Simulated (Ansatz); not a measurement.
Ideal-gas functions of GaH$_{6}$NSi, SMILES `[NH2][GaH][SiH3]` at 298.15 K and 1 bar, from an Ansatz frequency run at PBE0-D4/def2-TZVP.

Molar mass 117.86 g/mol, point group Cs (symmetry number 1), electronic degeneracy 1, moments of inertia 38.691, 182.006, 214.891 u Å². Harmonic wavenumbers (cm⁻¹, unscaled): 55, 116, 298, 333, 338, 455, 488, 562, 586, 702, 759, 871, 939, 940, 1564, 1971, 2202, 2210, 2212, 3610, 3717.

Use S(trans) = R[1.5 ln M + 2.5 ln T − 1.1517]; rotational temperatures θ = 24.2544 K / I; S(rot) = R[ln(√π/σ · √(T³/θAθBθC)) + 1.5]; for each mode x = 1.438777 ν̃/T, S = R[x/(eˣ − 1) − ln(1 − e⁻ˣ)] and H = RT x/(eˣ − 1); 1 cm⁻¹ = 0.0119627 kJ/mol; R = 8.31446 J/(mol·K).

Q: By hand: the entropy, in J/(mol·K).

A: Translation 168.3. Rotation: θ = 0.6269, 0.1333, 0.1129 K, giving 107.7. Vibration, mode by mode: 19.37, 13.25, 5.98, 5.21, 5.11, 3.27, 2.88, 2.18, 1.98, 1.27, 1.02, 0.66, 0.50, 0.50, 0.04, 0.01, 0.00, 0.00, 0.00, 0.00, 0.00, in all 63.2. Electronic 0.0. Sum 339.2 J/(mol·K).

Q: By hand: H − E and G − E in kJ/mol, counted from the electronic energy.

A: Zero-point energy ½ × 24928 × 0.0119627 = 149.1; thermal vibration 10.3; translation, rotation and pV give 4 RT = 9.9. H − E = 169.3 kJ/mol, and G − E = 169.3 − 298.15 × 339.2/1000 = 68.2 kJ/mol.

Vibration gives 19 % of the entropy, 32.6 J/(mol·K) of it from the modes under 150 cm⁻¹: soft modes count most, and the harmonic formula is weakest for them. The sum counts one conformer and one mirror image; others add a mixing term.
